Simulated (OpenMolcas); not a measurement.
# Tm2+: ligand-field states by method

Tm2+ with 8 ligands (fluoride) in square antiprismatic coordination (D4d) at 2.47 Å. A charge of +0.75 e stands 2.8 Å behind each ligand. Ligand basis ANO-RCC-VDZP.

```yaml
Program: OpenMolcas 26.06
Basis: ANO-RCC-VTZP [8s7p5d3f2g1h]
Scalar_Hamiltonian: DKH2, point nucleus
Active_space: 13 electrons in 7 orbitals (4f)
State_averaging: 2S+1 = 2 odd, 7 roots
Spin-orbit_coupling: RASSI with atomic mean-field integrals over the reference wave functions
```

I. CASSCF
II. SS-CASPT2, IPEA 0.25 Eh, imaginary shift 0.1 Eh (closed shells correlated: 5s 5p and the ligand valence shells)

Spin-free states in cm-1, each column counted from its own energy of the first state listed:

```tsv
State	Degeneracy	I	II
2S+1 = 2	2	0	0
2S+1 = 2	2	11	30
2S+1 = 2	2	328	360
2S+1 = 2	1	370	440
```

With spin-orbit coupling the lowest J multiplet is 357 (I), 409 (II) cm-1 wide, a factor of 1.15 from I to II.

χT at 300 K: I 2.52, II 2.51 cm3 K/mol.

Over all roots computed the reference weight is 0.61 in II; a low but even weight reflects the number of correlated electrons. Without dynamic correlation the ligand-field splitting of an f shell can come out too small, at times by half (holds for I). Splittings of an f shell from a small cluster at a set distance can be off by tens of per cent, mostly too small (holds for II). No measured value stands beside these numbers; the geometry is a model, was not optimised and need not be the one that this ion takes.
